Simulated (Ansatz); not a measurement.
Isolated molecules relaxed with PBE0-D4/def2-TZVP in Ansatz; ΔE leaves out vibrations. CCSD(T)/CBS adds triple-zeta CCSD(T) − MP2 to the extrapolated MP2 energy (def2 sets, frozen cores). This one scheme is used for every species. DFT in def2-TZVPP. For Ge outer-core shells are correlated without core-valence functions, which leaves a few kJ/mol of doubt a bond. Scalar relativity is left out up to krypton. Each species was taken in one conformer, which may not be the lowest.

`[SiH3][SiH2][NH][GeH3]` + CH₄ → `C[SiH2][NH][GeH3]` + SiH₄  (formal exchange of groups at the Si–Si bond)

`[SiH3][SiH2][NH][GeH3]`:

Z-matrix (Å, degrees):
```
Si
Si 1 2.343
H 1 1.488 2 111.1
H 1 1.489 2 111.0 3 -121.1
H 1 1.491 2 109.7 3 119.4
N 2 1.723 1 110.1 3 -65.7
H 2 1.489 1 110.6 3 52.5
H 2 1.496 1 108.2 3 168.9
Ge 6 1.841 2 126.9 1 150.4
H 6 1.009 2 116.9 1 -46.4
H 9 1.538 6 108.1 2 -152.1
H 9 1.534 6 106.6 2 -32.2
H 9 1.543 6 111.8 2 87.8
```

CH₄:

Cartesian coordinates in Å:
```
C 0.000 0.000 0.000
H 0.410 0.988 0.209
H 0.559 -0.460 -0.814
H -1.047 0.095 -0.287
H 0.078 -0.622 0.891
```

`C[SiH2][NH][GeH3]`:

Z-matrix (Å, degrees):
```
C
Si 1 1.866
H 1 1.093 2 110.6
H 1 1.092 2 111.0 3 120.5
H 1 1.094 2 110.9 3 -119.3
N 2 1.722 1 111.7 3 180.0
H 2 1.495 1 107.8 3 55.6
H 2 1.489 1 111.1 3 -62.1
Ge 6 1.837 2 127.3 1 139.4
H 6 1.010 2 117.1 1 -56.5
H 9 1.539 6 108.1 2 -151.8
H 9 1.543 6 112.0 2 88.4
H 9 1.534 6 107.1 2 -31.9
```

SiH₄:

Cartesian coordinates in Å:
```
Si 0.000 0.000 0.000
H 0.092 1.473 0.159
H 1.322 -0.612 0.285
H -0.406 -0.324 -1.391
H -1.008 -0.538 0.948
```

| level | ΔE (eV) |
| --- | --- |
| PBE-D4 | 0.13 |
| revPBE-D4 | 0.11 |
| HF/def2-SVP | -0.09 |
| HF/def2-QZVPP | -0.12 |

Task: What does CCSD(T)/CBS give? (Best estimate.)

Result: The calculation gave: -0.01 eV. The listed levels differ from it by 0.14, 0.12, -0.08, -0.11 eV.

Largest T1 diagnostic among the species: 0.012.

From BLYP to BHLYP (50 % exact exchange), in def2-TZVPP and without D4, ΔE moves by −0.09 eV. In def2-TZVPP, CCSD(T) changes the Hartree–Fock value by +0.09 eV (the triples alone add +0.01 eV) and MP2 by +0.04 eV. Leaving LDA and LC-ωPBE aside and taking each functional with its dispersion term where it has one, the values, not all of them listed here, spread over 0.19 eV, from ωB97M-V to PBE-D4. LDA lies −0.04 eV from PBE without D4.
